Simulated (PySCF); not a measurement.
## How methods differ on the ionisation energy of Kr³⁰⁺

Kr³⁰⁺ [He] 2s2 2p2 (3P) → Kr³¹⁺ [He] 2s2 2p1 (2P), as a difference of total energies. Calculation: PySCF 2.14, in an uncontracted even-tempered set (17 s from 9.3 bohr⁻², ratio 2.5; 10 p from 12 bohr⁻², ratio 2.5; 5 d from 49 bohr⁻², ratio 2.7; 4 f from 73 bohr⁻², ratio 2.7); scalar relativity by spin-free X2C-1e. Correlated levels: nothing frozen; virtual orbitals above 40 to 60 times the deepest correlated orbital energy dropped. The calculations carry no spin-orbit coupling.

```tsv
method	ionisation energy (eV)
UHF	3565.4
MP2 (all electrons)	3565.0
SCS-MP2 (all electrons)	3564.5
CCSD (all electrons)	3564.0
CCSD(T) (all electrons)	3564.0
```

Spin-orbit coupling is strong in these open shells (close to jj coupling). The scalar numbers leave it out and a first-order estimate fails, so it can dominate the gap to the real levels.

For this ion Breit and QED terms and the two-electron picture change, all absent here, outweigh the differences among the correlated methods.

For comparison: 3584 ± 4 eV (semi-empirical (NIST evaluation); NIST Atomic Spectra Database, ionization energies).
